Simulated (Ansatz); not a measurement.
CH5AlF2Ge (`[CH3][Ge]([F])([F])[AlH2]`). Charge 0, multiplicity 1. Correlated methods include outer-core shells of Ge, which these sets cover unevenly. Scalar relativity is left out up to krypton.

```xyz
10

C    -1.555   -0.617    0.596
Ge   -0.031    0.520    0.225
F    -0.705    1.972   -0.483
F     0.530    1.061    1.793
Al    2.018   -0.042   -1.111
H    -2.262   -0.054    1.207
H    -2.042   -0.916   -0.333
H    -1.240   -1.509    1.139
H     2.155   -1.482   -1.757
H     3.132    1.067   -1.275
```

(1) Give the diagnostics of a CCSD(T)/def2-TZVPP run (frozen core, Ansatz 0.2.0). (An estimate is asked.)

## Answers

(1) Ansatz gave: T1 = 0.0121, largest single amplitude 0.022, largest double 0.036, (T) share of the correlation energy 3.1 %, 9 CCSD cycles. The RHF solution is stable towards an unrestricted one. T1 lies under the customary mark of 0.02 for closed shells.
